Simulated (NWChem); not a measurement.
Program: NWChem. System: CH₄Al (+1), charge 1, spin multiplicity 1, at a geometry optimised with PBE/def2-SVP. The structure started from a generated list of species. Level: CIS/def2-SVPD.

The NWChem input:

```
start mol
memory heap 200 mb stack 900 mb global 1100 mb
charge 1
geometry units angstroms nocenter noautoz
  Al     0.397055     0.612672     0.000000
  C     -0.643671    -0.993155     0.000000
  H     -0.413079    -1.597147     0.904064
  H     -0.413079    -1.597147    -0.904064
  H     -1.727195    -0.745607     0.000000
  H      1.253665     1.934101     0.000000
  symmetry group Cs
end
basis spherical
  * library def2-svpd
end
dft
  xc hfexch
  semidirect memsize 60000000 filesize 0
  iterations 100
end
tddft
  cis
  nroots 8
  notriplet
  thresh 1e-4
end
task tddft energy
```

NWChem printed:

```
             Northwest Computational Chemistry Package (NWChem) 7.3.0
             --------------------------------------------------------

                                NWChem Input Module
                                -------------------

 Scaling coordinates for geometry "geometry" by  1.889725989
 (inverse scale =  0.529177249)

 Turning off AUTOSYM since
 SYMMETRY directive was detected!

                             Geometry "geometry" -> ""
                             -------------------------

 Output coordinates in angstroms (scale by  1.889725989 to convert to a.u.)

  No.       Tag          Charge          X              Y              Z
 ---- ---------------- ---------- -------------- -------------- --------------
    1 Al                  13.0000     0.39705500     0.61267200     0.00000000
    2 C                    6.0000    -0.64367100    -0.99315500     0.00000000
    3 H                    1.0000    -0.41307900    -1.59714700     0.90406400
    4 H                    1.0000    -0.41307900    -1.59714700    -0.90406400
    5 H                    1.0000    -1.72719500    -0.74560700     0.00000000
    6 H                    1.0000     1.25366500     1.93410100     0.00000000

 Effective nuclear repulsion energy (a.u.)      44.8780399022

            Nuclear Dipole moment (a.u.)
            ----------------------------
        X                 Y               Z
 ---------------- ---------------- ----------------
     0.0000018897     0.0000113384     0.0000000000

      Symmetry information
      --------------------

 Group name             Cs
 Group number              2
 Group order               2
 No. of unique centers     5

      Symmetry unique atoms

     1    2    3    5    6


 Summary of "ao basis" -> "" (spherical)
 ------------------------------------------------------------------------------
       Tag                 Description            Shells   Functions and Types
 ---------------- ------------------------------  ------  ---------------------
 *                         def2-svpd                  on all atoms

  xc_inp: hfexch multiplicative factor not found.
[...]
     Occ.    9  a'  ---  Virt.   14  a'       0.45372
     Occ.    9  a'  ---  Virt.   15  a'      -0.09279
     Occ.    9  a'  ---  Virt.   19  a'      -0.09016
     Occ.    9  a'  ---  Virt.   21  a'       0.06321
     Occ.    9  a'  ---  Virt.   22  a'       0.06199
     Occ.    9  a'  ---  Virt.   24  a'       0.05388
     Occ.   10  a"  ---  Virt.   13  a"       0.51138
     Occ.   10  a"  ---  Virt.   20  a"      -0.09014
     Occ.   10  a"  ---  Virt.   23  a"       0.06193
  ----------------------------------------------------------------------------
  Root   7 singlet a"             0.380527911 a.u.               10.3547 eV
  ----------------------------------------------------------------------------
     Transition Moments    X -0.00000   Y  0.00000   Z  0.77917
     Transition Moments   XX -0.00000  XY -0.00000  XZ  1.32792
     Transition Moments   YY  0.00000  YZ  1.07727  ZZ -0.00000
     Dipole Oscillator Strength                    0.1540148188
     Electric Quadrupole                           0.0000008579
     Magnetic Dipole                               0.0000006352
     Total Oscillator Strength                     0.1540163119

          sigma_e =   1.8747 Angstrom
          sigma_h =   1.5995 Angstrom
         |d_h->e| =   1.3506 Angstrom
            d_exc =   2.6620 Angstrom
            d_CD1 =   1.6258 Angstrom
            d_CD2 =  -0.3865 Angstrom
            d_CD3 =   4.0126 Angstrom
     Pearson C.C. =   0.1352

     Occ.    8  a'  ---  Virt.   13  a"      -0.45903
     Occ.    9  a'  ---  Virt.   13  a"      -0.51111
     Occ.    9  a'  ---  Virt.   20  a"       0.09014
     Occ.    9  a'  ---  Virt.   23  a"      -0.06194
     Occ.   10  a"  ---  Virt.   12  a'      -0.51143
     Occ.   10  a"  ---  Virt.   14  a'      -0.45395
     Occ.   10  a"  ---  Virt.   15  a'       0.09277
     Occ.   10  a"  ---  Virt.   19  a'      -0.09016
     Occ.   10  a"  ---  Virt.   21  a'      -0.06323
     Occ.   10  a"  ---  Virt.   22  a'       0.06195
     Occ.   10  a"  ---  Virt.   24  a'      -0.05389
  ----------------------------------------------------------------------------
  Root   8 singlet a"             0.384985374 a.u.               10.4760 eV
  ----------------------------------------------------------------------------
     Transition Moments    X -0.00000   Y  0.00000   Z  0.00088
     Transition Moments   XX -0.00000  XY  0.00000  XZ  0.00066
     Transition Moments   YY  0.00000  YZ  0.00139  ZZ -0.00000
     Dipole Oscillator Strength                    0.0000002000
     Electric Quadrupole                           0.0000000000
     Magnetic Dipole                               0.0000001905
     Total Oscillator Strength                     0.0000003905

          sigma_e =   1.8733 Angstrom
          sigma_h =   1.1521 Angstrom
         |d_h->e| =   1.7780 Angstrom
            d_exc =   2.8098 Angstrom
            d_CD1 =   2.4992 Angstrom
            d_CD2 =   0.2653 Angstrom
            d_CD3 =   4.5878 Angstrom
     Pearson C.C. =   0.0238

     Occ.    9  a'  ---  Virt.   13  a"      -0.68353
     Occ.    9  a'  ---  Virt.   16  a"      -0.06684
     Occ.    9  a'  ---  Virt.   20  a"       0.11105
     Occ.    9  a'  ---  Virt.   23  a"      -0.09432
     Occ.    9  a'  ---  Virt.   32  a"      -0.07175
     Occ.   10  a"  ---  Virt.   12  a'       0.68406
     Occ.   10  a"  ---  Virt.   17  a'      -0.06680
     Occ.   10  a"  ---  Virt.   19  a'       0.11114
     Occ.   10  a"  ---  Virt.   22  a'      -0.09436
     Occ.   10  a"  ---  Virt.   31  a'      -0.07179

              Target root =      1
          Target symmetry = none
      Ground state energy =   -281.739495827821
        Excitation energy =      0.249941289696
     Excited state energy =   -281.489554538126

  stored tddft:energy   -281.48955453812579

 Task  times  cpu:       24.8s     wall:       24.8s

 Total times  cpu:       24.8s     wall:       24.8s
```
